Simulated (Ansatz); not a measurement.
Mulliken charges of `C1[SiH2]C[Te]1` from B3LYP/def2-TZVPP in Ansatz (PBE0-D4/def2-TZVP geometry).

```
atom   x (Å)   y (Å)   z (Å)  charge (e)
  C1  -1.119   0.369  -0.836      -0.425
 Si2  -0.030  -0.880   0.055       0.340
  C3   1.123   0.376   0.850      -0.425
 Te4   0.403   1.888  -0.533       0.129
  H5  -1.311   0.180  -1.890       0.130
  H6  -2.040   0.656  -0.331       0.138
  H7   0.714  -1.707  -0.931      -0.073
  H8  -0.739  -1.789   1.002      -0.083
  H9   2.190   0.191   0.743       0.130
 H10   0.893   0.665   1.874       0.138
```

Problem. By hand: the dipole of these point charges (1 e Å = 4.8032 D).

Solution. Σ q r = (0.005, 0.131, -0.007) e Å, of length 0.131 e Å = 0.63 D.

Problem. How does the dipole of the full density compare? (Estimate.)

Solution. The calculation gave: (-0.059, -0.089, 0.079) e Å, 0.64 D; the point charges give 0.98 times that, at 136° from its direction, so they point the opposite way.

Point charges leave out the atoms' own dipoles, such as those of lone pairs, and Mulliken's split depends on the basis, so the two needn't agree.

B3LYP here is the variant with VWN-RPA as its local correlation; programs differ in this.
